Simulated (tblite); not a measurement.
Species: C7H7FSi.
Geometry (GFN2-xTB, Å), atoms numbered from 1 in this order:
```
atom  x, y, z in Å
C1     3.914   -1.605    0.377
C2     3.009   -0.813    0.435
C3     1.981    0.074    0.499
C4     1.079    0.874    0.560
C5    -0.021    1.798    0.624
Si6   -1.646    0.971    0.060
C7    -1.807   -0.898    0.248
C8    -1.514   -0.447   -1.190
F9    -2.536   -0.669   -2.082
H10    4.703   -2.293    0.326
H11   -0.130    2.160    1.649
H12    0.197    2.664   -0.006
H13   -2.832    1.807    0.061
H14   -2.786   -1.337    0.382
H15   -1.033   -1.491    0.715
H16   -0.587   -0.788   -1.641
```

Method: GFN2-xTB as coded in tblite; computed harmonic values from a numerical Hessian at the method's own geometry, unscaled. Errors from tens to a few hundred cm⁻¹ against measured bands are possible. Modes of hydrogen on silicon can be 10 to 20 % off. One conformer, not necessarily the lowest.

Harmonic wavenumbers (cm⁻¹): 29.1, 46.8, 109.0, 126.6, 148.0, 183.4, 241.6, 267.2, 364.7, 372.7, 374.0, 394.3, 465.6, 573.4, 628.2, 635.5, 643.8, 667.4, 716.6, 737.8, 758.3, 799.6, 890.4, 963.4, 1057.0, 1093.7, 1103.0, 1123.3, 1177.4, 1238.3, 1272.5, 1410.2, 1429.9, 2219.7, 2349.0, 2365.9, 2944.4, 2960.7, 2998.8, 3060.4, 3082.5, 3406.6.

A = 2269, B = 675.6, C = 562.8 MHz; mass 138.030 u (most abundant isotopes); point group C1, symmetry number 1.

**Question.** What is the zero-point energy?

**Answer.** ½Σν̃ = 23715 cm⁻¹ = 67.81 kcal/mol.

**Question.** Entropy at 273.15 K, 1 bar (ideal gas, RRHO, classical rotation)?

**Answer.** Translation 40.27, rotation 30.04, vibration 31.37: S = 101.7 cal/(mol K).

**Question.** And Cp and H(273.15 K) − H(0)?

**Answer.** Cp = 38.77 cal/(mol K), of which vibrations give 30.82 (their classical limit is 42 R = 83.5); H(273.15 K) − H(0) = 6.56 kcal/mol without the zero-point energy, 4.38 from vibrations.

**Question.** What must be added to the electronic energy to get the Gibbs energy at 273.15 K and 1 bar?

**Answer.** ZPE + [H(273.15 K) − H(0)] − T·S = 67.81 + 6.56 − 27.77 = 46.60 kcal/mol.

**Question.** Blend soft modes into free rotors: weight 1/[1 + (100 cm⁻¹/ν̃)⁴] for the oscillator and the rest for a rotor with moment μB/(μ + B), μ = h/(8π²ν), B = 10⁻⁴⁴ kg m². What vibrational entropy results?

**Answer.** 28.20 cal/(mol K) in place of 31.37, which changes −T·S at 273.15 K by +0.86 kcal/mol.

**Question.** Which modes carry the vibrational entropy at 273.15 K?

**Answer.** 29.1 cm⁻¹: 5.72; 46.8 cm⁻¹: 4.77; 109.0 cm⁻¹: 3.12; 126.6 cm⁻¹: 2.83; 148.0 cm⁻¹: 2.53; 183.4 cm⁻¹: 2.13 cal/(mol K); the other 36 give 10.27 together.

Hindered rotation and anharmonicity are outside this model. Other conformers, if any are populated, would add a mixing term that is left out. The structure is chiral; the term R ln 2 for an equal mix with its mirror image is left out.
